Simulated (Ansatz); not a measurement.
Consider the ligand exchange at the Si–F bond: `CN[SiH](C)F` + H₂S → `CN[SiH](C)S` + H–F.

Program: Ansatz. Geometries: PBE0-D4/def2-TZVP. ΔE: electronic, gas phase. CBS: MP2 limit from def2 TZ/QZ plus the TZ coupled-cluster correction, frozen cores. This one scheme is used for every species. DFT in def2-TZVPP. B3LYP here is the variant with VWN-RPA as its local correlation; programs differ in this. HSE06 is defined as in plane-wave codes. One conformer a species, not always the lowest.

`CN[SiH](C)F`:

Cartesian coordinates in Å:
```
C -0.033 -1.393 -1.191
N -0.317 -1.128 0.204
Si 0.173 0.231 1.099
C -0.095 1.803 0.153
F 1.738 0.212 1.482
H 0.162 -0.454 -1.712
H -0.888 -1.863 -1.686
H 0.843 -2.036 -1.336
H -0.587 -1.950 0.721
H -0.556 0.167 2.388
H 0.504 1.828 -0.761
H 0.202 2.661 0.761
H -1.146 1.921 -0.121
```

H₂S:

Z-matrix (Å, degrees):
```
S
H 1 1.341
H 1 1.341 2 92.3
```

`CN[SiH](C)S`:

```xyz
14

C    -0.849    1.768    0.544
N    -0.688    0.833   -0.547
Si   -0.097   -0.768   -0.427
C     1.275   -0.829    0.830
S     0.540   -1.237   -2.422
H    -1.839    1.722    1.016
H    -0.684    2.795    0.206
H    -0.107    1.565    1.319
H    -1.258    1.045   -1.352
H    -1.099   -1.820   -0.072
H     1.731   -1.822    0.821
H     2.051   -0.095    0.603
H     0.902   -0.645    1.841
H     0.123   -2.512   -2.360
```

H–F:

```xyz
2

F     0.368   -0.177    0.211
H    -0.368    0.177   -0.211
```

```csv
level,ΔE (kcal/mol),difference from CCSD(T)/CBS
LDA (SPW92),20.7,-1.0
PBE-D4,19.6,-2.1
revPBE-D4,18.4,-3.3
BLYP-D4,22.8,1.1
r2SCAN-D4,22.6,0.9
B97M-V,23.7,2.0
PBE0-D4,19.9,-1.8
B3LYP-D4,23.2,1.5
r2SCANh-D4,22.4,0.7
r2SCAN0-D4,22.2,0.5
HSE06-D4,19.8,-1.9
BHLYP-D4,24.2,2.5
CAM-B3LYP-D4,25.2,3.5
ωB97X-V,23.3,1.6
ωB97M-V,23.2,1.5
PBE-QIDH,21.1,-0.6
PBE,21.0,-0.7
revPBE,21.2,-0.5
BLYP,25.7,4.0
r2SCAN,23.0,1.3
PBE0,21.2,-0.5
B3LYP,25.5,3.8
r2SCAN0,22.7,1.0
HSE06,21.1,-0.6
BHLYP,26.4,4.7
CAM-B3LYP,26.6,4.9
LC-ωPBE,23.0,1.3
RPA@PBE/def2-TZVPP,23.4,1.7
MP2/def2-SVP,23.0,1.3
CCSD/def2-SVP,24.5,2.8
CCSD(T)/def2-SVP,23.9,2.2
SCS-MP2/def2-TZVPP,23.1,1.4
CCSD/def2-TZVPP,23.6,1.9
CCSD(T)/def2-TZVPP,22.5,0.8
HF/def2-QZVPP,28.6,6.9
MP2/def2-QZVPP,20.8,-0.9
SCS-MP2/def2-QZVPP,22.8,1.1
HF/CBS(def2),28.7,7.0
MP2/CBS(def2),20.2,-1.5
CCSD/CBS(def2),22.8,1.1
CCSD(T)/CBS,21.7,0
```

Largest T1 diagnostic among the species: 0.010.

At CCSD(T), def2-SVP lies +2.2 kcal/mol from the extrapolated value and def2-TZVPP +0.8 kcal/mol. Leaving LDA and LC-ωPBE aside and taking each functional with its dispersion term where it has one, the values spread over 6.8 kcal/mol, from revPBE-D4 to CAM-B3LYP-D4. The D4 term adds −2.3 kcal/mol with B3LYP and −1.3 kcal/mol with PBE0; it sums over pairs of atoms, weighted by their polarisabilities, and B3LYP, whose exchange is more repulsive, gets the larger term.
